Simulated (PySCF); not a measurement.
**Ionisation energy of I by level of theory**

I [Kr] 4d10 5s2 5p5 (2P) → I+ [Kr] 4d10 5s2 5p4 (3P), as a difference of total energies. All numbers are calculated (PySCF 2.14, the spin-free X2C one-electron Hamiltonian (Gaussian nucleus), in x2c-QZVPPall with one added diffuse shell each of s, p, d, f type (14s10p8d5f1g, 128 functions)). Correlated levels: valence: [Kr] 4d10 frozen; valence and next inner shell: [Ar] 3d10 frozen. The calculations carry no spin-orbit coupling.

```tsv
method	ionisation energy (eV)
UHF	9.541
LDA	10.805
PBE	10.515
PBE0	10.537
r2SCAN	10.537
wB97X-V	10.626
M06	10.360
MN15	10.438
SCS-MP2 (valence)	10.395
MP2 (valence and next inner shell)	10.502
```

Task: Estimate what SCS-MP2 (valence and next inner shell) gives.

Result: 10.478 eV, closest to MP2 (valence and next inner shell) among the rows shown.

Task: Estimate what MP2 (valence) gives.

Result: 10.377 eV, closest to SCS-MP2 (valence) among the rows shown.

A first-order spin-orbit estimate (lowest level to lowest level, LS coupling) adds -0.037 eV.

Errors of the correlated levels include the incompleteness of this basis and the frozen core.

For comparison: 10.451 eV (measured; NIST Atomic Spectra Database, ionization energies).
